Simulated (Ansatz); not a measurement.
`F[Si](F)(F)CS`, relaxed with RKS PBE-D4/def2-SVP in Ansatz from a rough embedded geometry. The force threshold is 0.03 eV/Å; the program also tests the step.

The species carries charge 0 and has multiplicity 1.

Start:

```xyz
9

F     1.024    0.673   -1.976
Si    0.782    0.881   -0.372
F     2.129    0.555    0.372
F     0.476    2.422   -0.052
C    -0.579   -0.166    0.269
S    -0.258   -1.952    0.018
H    -0.696   -0.030    1.358
H    -1.496    0.070   -0.189
H    -1.382   -2.453    0.572
```

```
step  energy (eV)  largest force (eV/Å)  largest move (Å)
   1  -27923.6676                 1.967             0.000
   2  -27923.8053                 0.894             0.048
   3  -27923.8334                 0.136             0.052
   4  -27923.8359                 0.084             0.013
   5  -27923.8364                 0.054             0.007
   6  -27923.8367                 0.004             0.010
```

End:

```xyz
9

F     1.020    0.696   -1.948
Si    0.793    0.865   -0.357
F     2.202    0.557    0.372
F     0.423    2.415   -0.075
C    -0.582   -0.212    0.283
S    -0.258   -1.993   -0.011
H    -0.685    0.005    1.367
H    -1.518    0.116   -0.218
H    -1.394   -2.449    0.588
```

It took 8.6 s on 4 threads of an Arm Neoverse V1 on a shared host, with 0.16 GiB of host memory at the peak.
